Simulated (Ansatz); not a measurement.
C₂HClF₂Ti, SMILES `C#[C][Ti]([F])([F])[Cl]`. Charge 0, multiplicity 1.

```json
{"atom": "C1", "x (Å)": "1.009", "y (Å)": "-1.341", "z (Å)": "-1.277"}
{"atom": "C2", "x (Å)": "0.427", "y (Å)": "-0.554", "z (Å)": "-0.559"}
{"atom": "Ti3", "x (Å)": "-0.532", "y (Å)": "0.763", "z (Å)": "0.602"}
{"atom": "F4", "x (Å)": "-2.066", "y (Å)": "1.121", "z (Å)": "-0.128"}
{"atom": "F5", "x (Å)": "0.435", "y (Å)": "2.200", "z (Å)": "0.715"}
{"atom": "Cl6", "x (Å)": "-0.794", "y (Å)": "-0.155", "z (Å)": "2.554"}
{"atom": "H7", "x (Å)": "1.521", "y (Å)": "-2.034", "z (Å)": "-1.907"}
```

**Question.** What are the harmonic wavenumbers in cm⁻¹ at PBE0-D4/def2-TZVP (Ansatz, finite differences of forces, unscaled)? (An estimate is asked.)

**Answer.** Ansatz gave: 85, 103, 155, 171, 198, 238, 250, 472, 542, 740, 740, 770, 811, 2092, 3450.

**Question.** Is this a minimum?

**Answer.** Yes, all 15 modes are real.

**Question.** Give the ideal-gas thermochemistry at 298.15 K and 1 bar (rigid rotor, harmonic oscillator; point group Cs, symmetry number 1).

**Answer.** Zero-point energy 64.7 kJ/mol; H(298) − E = 88.0 kJ/mol; entropy 374.9 J/(mol·K), of which translation 171.0, rotation 119.6, vibration 84.3; G(298) − E = -23.8 kJ/mol. Modes under 100 cm⁻¹ are hindered rotations or soft bends, so the harmonic entropy is rough.

**Question.** And at 400, 500, 600, 800 and 1000 K?

**Answer.** 
```tsv
T (K)	H − E (kJ/mol)	S (J/mol/K)	G − E (kJ/mol)
400	99.8	408.9	-63.8
500	112.2	436.6	-106.1
600	125.2	460.3	-151.0
800	152.3	499.2	-247.1
1000	180.4	530.6	-350.2
```
